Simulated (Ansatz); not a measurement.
Ideal-gas functions of CH₄F₂OSi, SMILES `FCO[SiH2]F` at 400 K and 1 bar, from an Ansatz frequency run at PBE0-D4/def2-TZVP.

Molar mass 98.12 g/mol, point group C1 (symmetry number 1), electronic degeneracy 1, moments of inertia 63.914, 214.371, 228.423 u Å². Harmonic wavenumbers (cm⁻¹, unscaled): 40, 87, 148, 360, 534, 712, 742, 771, 876, 942, 977, 1063, 1170, 1224, 1288, 1452, 1535, 2281, 2294, 3053, 3122.

Use S(trans) = R[1.5 ln M + 2.5 ln T − 1.1517]; rotational temperatures θ = 24.2544 K / I; S(rot) = R[ln(√π/σ · √(T³/θAθBθC)) + 1.5]; for each mode x = 1.438777 ν̃/T, S = R[x/(eˣ − 1) − ln(1 − e⁻ˣ)] and H = RT x/(eˣ − 1); 1 cm⁻¹ = 0.0119627 kJ/mol; R = 8.31446 J/(mol·K).

Task: By hand: the entropy, in J/(mol·K).

Result: Translation 172.2. Rotation: θ = 0.3795, 0.1131, 0.1062 K, giving 114.4. Vibration, mode by mode: 24.44, 18.01, 13.65, 6.72, 4.06, 2.45, 2.25, 2.07, 1.54, 1.27, 1.15, 0.89, 0.65, 0.56, 0.46, 0.28, 0.22, 0.02, 0.02, 0.00, 0.00, in all 80.7. Electronic 0.0. Sum 367.3 J/(mol·K).

Task: By hand: H − E and G − E in kJ/mol, counted from the electronic energy.

Result: Zero-point energy ½ × 24671 × 0.0119627 = 147.6; thermal vibration 15.4; translation, rotation and pV give 4 RT = 13.3. H − E = 176.3 kJ/mol, and G − E = 176.3 − 400 × 367.3/1000 = 29.4 kJ/mol.

Vibration gives 22 % of the entropy, 56.1 J/(mol·K) of it from the modes under 150 cm⁻¹: soft modes count most, and the harmonic formula is weakest for them. The sum counts one conformer and one mirror image; others add a mixing term.
